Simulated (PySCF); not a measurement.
CuCl2, SMILES [Cl][Cu-][Cl], charge -1, multiplicity 1. Atoms are numbered in the order given.

```xyz
3

Cu     0.0000     0.0000     0.0000
Cl     0.0000     0.0000    -2.1707
Cl     0.0000     0.0000     2.1707
```
Charge -1, spin multiplicity 1.

Coordinates come from a ωB97X-D3(BJ)/def2-SVPD optimisation. The multiplicity is an assumed one; other spin states were not compared.

Two levels are set side by side: PBE/pcSseg-2 (PySCF) and PBE0/pcSseg-2 (PySCF). GIAO shifts against HCl (³⁵Cl) at the same level; non-relativistic, no solvent, atoms listed together averaged. Without spin–orbit terms, shifts of atoms bonded to Cl or Br come out too high at both levels. Differences are taken from unrounded values.

```json
[
 {"quantity": "δ(³⁵Cl) of Cl2, Cl3 (ppm)", "PBE": "-193.5"}
]
```

Q: These are the PBE values. What does PBE0 give? (An estimate is asked for; the answer gives what the named calculation found.)

A: 
```csv
quantity,PBE0,PBE minus PBE0
"δ(³⁵Cl) of Cl2, Cl3 (ppm)",-214.4,20.9
```

Rough cost on one machine, each run with all the roots and properties that it gave: PBE0 against PBE within a factor of 2.
